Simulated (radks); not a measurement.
Q: The oxygen anion O2-, [Ne], held by a Watson sphere: a shell of charge +2 at radius R that stands for the Madelung well of a crystal (potential energy -2/R inside, -2/r outside, in hartree with lengths in bohr). Calculated with a radial shooting solver on a logarithmic mesh with Libxc functionals: scalar-relativistic Kohn-Sham, r2SCAN, spin-polarised, spherical densities, finite nucleus; meta-GGA in the generalised Kohn-Sham scheme; Fermi nuclear charge, rms radius of each element as measured or else 0.836 A^(1/3) + 0.57 fm.

R (bohr)  e(1s) (eV)  e(2s) (eV)  e(2p) (eV)  <r> 2p (bohr)  sum of <r^2> (bohr^2)  X-ray form factor at sin(theta)/lambda = 0.2 1/angstrom
1.76         -513.95     -24.581      -8.999          1.422                  19.62                                                    6.257
1.91         -514.00     -23.806      -8.395          1.458                  20.65                                                    6.166
2.19         -513.91     -22.541      -7.361          1.522                  22.53                                                    6.027
2.31         -513.83     -22.067      -6.957          1.548                  23.33                                                    5.979
2.41         -513.74     -21.700      -6.637          1.569                  24.00                                                    5.943
2.76         -513.38     -20.597      -5.636          1.639                  26.35                                                    5.844
3.07         -513.03     -19.819      -4.892          1.696                  28.47                                                    5.784
3.41         -512.66     -19.132      -4.207          1.756                  30.87                                                    5.741

Estimate the row for R = 2.06 bohr.

A: e(1s) (eV) -513.98; e(2s) (eV) -23.100; e(2p) (eV) -7.826; <r> 2p (bohr) 1.493; sum of <r^2> (bohr^2) 21.66; X-ray form factor at sin(theta)/lambda = 0.2 1/angstrom 6.087.
